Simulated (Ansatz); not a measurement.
Total energies of Cu2I from Ansatz at PBE-D4/def2-TZVP, gas phase (1 Eh = 27.2114 eV = 2625.5 kJ/mol). The reference geometry is relaxed at r2SCAN-D4/def2-TZVP.

| atom | x (Å) | y (Å) | z (Å) |
| --- | --- | --- | --- |
| Cu1 | -0.606 | 0.420 | 1.167 |
| Cu2 | -0.815 | 0.098 | -1.109 |
| I3 | 1.422 | -0.518 | -0.058 |

| state | geometry | energy (Eh) |
| --- | --- | --- |
| charge 0 doublet | reference | -3578.31881 |
| charge 1 singlet | reference | -3578.06680 |
| charge 0 quartet | relaxed at r2SCAN-D4/def2-TZVP | -3578.23245 |
| free Cu atom (doublet) | – | -1640.24447 |
| free I atom (doublet) | – | -297.66548 |

In the def2 sets I takes a core potential; there is no spin–orbit coupling.

(1) Work out the vertical ionisation energy to the singlet.

(2) Which of the charge 0 states is lowest, and how far above it are the others?

(3) What is the binding energy per atom against free atoms?

(1) E(charge 1 singlet) − E(charge 0 doublet) = -3578.06680 − (-3578.31881) = 0.25201 Eh = 6.86 eV. For comparison, −ε of the highest occupied level of the spin that leaves is 4.29 eV at this level, 2.57 eV less.

(2) The doublet. quartet: -3578.23245 − (-3578.31881) = 0.08636 Eh = 226.7 kJ/mol.

(3) Atoms: 2 × (-1640.24447) + 1 × (-297.66548) = -3578.15442 Eh. Binding: -3578.15442 − (-3578.31881) = 0.16439 Eh = 4.47 eV, or 1.49 eV for each of 3 atoms (no zero-point energy, no counterpoise term).

The structure comes from a short search, and lower isomers may exist.
